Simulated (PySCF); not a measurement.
## Sm: ionisation energy

Sm [Xe] 4f6 6s2 (7F) → Sm⁺ [Xe] 4f6 6s1 (8F), as a difference of total energies. Computed with PySCF 2.14 in cc-pVDZ-X2C, with scalar relativity by spin-free X2C-1e. Correlated levels: valence: [Kr] 4d10 frozen; valence and next inner shell: [Ar] 3d10 frozen. The calculations carry no spin-orbit coupling.

```json
{"method": "UHF", "ionisation energy (eV)": "4.591"}
{"method": "LDA", "ionisation energy (eV)": "5.824"}
{"method": "PBE", "ionisation energy (eV)": "5.618"}
{"method": "PBE0", "ionisation energy (eV)": "5.505"}
{"method": "r2SCAN", "ionisation energy (eV)": "5.262"}
{"method": "MP2 (valence)", "ionisation energy (eV)": "5.484"}
{"method": "SCS-MP2 (valence)", "ionisation energy (eV)": "5.535"}
{"method": "MP2 (valence and next inner shell)", "ionisation energy (eV)": "5.513"}
{"method": "SCS-MP2 (valence and next inner shell)", "ionisation energy (eV)": "5.545"}
```

A first-order spin-orbit estimate (lowest level to lowest level, LS coupling) adds 0.011 eV.

Errors of the correlated levels include the incompleteness of this basis and the frozen core.

Q: Which method comes closest to the reference value, and which is furthest?

A: The reference is 5.644 eV (measured; NIST Atomic Spectra Database, ionization energies). Closest: PBE (error -0.015 eV); furthest: UHF (error -1.042 eV), both after the spin-orbit estimate.
